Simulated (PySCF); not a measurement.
1,1,1,2,2,3,3-heptafluoropropane, C3HF7

Cartesian coordinates in Å; atom numbers follow the order of the lines, from 1:
```xyz
11

F    -1.1708    0.4812   -1.5768
C    -0.3906    1.0944   -0.6791
F    -1.1575    1.6385    0.2725
C     0.5797    0.0849   -0.0539
F     1.3533   -0.4016   -1.0356
F     1.3511    0.7471    0.8206
C    -0.0560   -1.1112    0.6853
F    -0.8092   -0.6864    1.6884
F    -0.8024   -1.8239   -0.1443
F     0.9051   -1.8851    1.1687
H     0.2035    1.8821   -1.1768
```

The calculation used PySCF, quadratic response CAM-B3LYP/aug-cc-pVDZ first hyperpolarisability, Taylor convention, gas phase. Geometry: PBE0-D3(BJ)/def2-SVP.

Give the tensor of the static β(0;0,0) in the axes of these coordinates.

In au, Taylor convention; rows are the first index (the induced dipole):
|  | xx | yy | zz | xy | xz | yz |
| --- | --- | --- | --- | --- | --- | --- |
| x | -6.2 | -9.0 | -7.9 | -8.4 | +5.2 | +1.2 |
| y | -8.4 | -25.1 | -9.1 | -9.0 | +1.2 | +10.5 |
| z | +5.2 | +10.5 | +11.2 | +1.2 | -7.9 | -9.1 |

Norm of βᵢ = ⅓ Σⱼ (βᵢⱼⱼ + βⱼᵢⱼ + βⱼⱼᵢ): 55.5 au, hyper-Rayleigh value 20.9 au.
